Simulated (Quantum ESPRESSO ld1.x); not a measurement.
Values are calculated unless marked as measured or tabulated.
Task: The mean radii <r> (bohr) of the occupied orbitals of an atom or ion are listed with their occupations. Code: ld1.x of Quantum ESPRESSO 7.5. Model: non-relativistic Kohn-Sham, LDA (Slater exchange, Perdew-Zunger correlation), spin-polarised, spherical densities, point nucleus.

| orbital | occ. | <r> |
|---|---|---|
| 1s up | 1 | 0.05298 |
| 1s down | 1 | 0.05298 |
| 2s up | 1 | 0.2392 |
| 2s down | 1 | 0.2391 |
| 2p up | 3 | 0.2081 |
| 2p down | 3 | 0.2079 |
| 3s up | 1 | 0.7159 |
| 3s down | 1 | 0.7175 |
| 3p up | 3 | 0.7402 |
| 3p down | 3 | 0.7428 |
| 3d up | 5 | 0.8467 |
| 3d down | 3 | 0.8595 |

Name the element and its charge. Open shells, if any, are filled with parallel spins first.

Result: Z = 29, copper, charge +3: Cu3+ in [Ar] 3d8. The 1s radius gives Z: for a bare nucleus <r> = 1.5/Z, 0.05172 bohr for Z = 29, and screening makes it slightly larger (0.05298 here). The occupations add up to 26, and the charge is Z minus that.
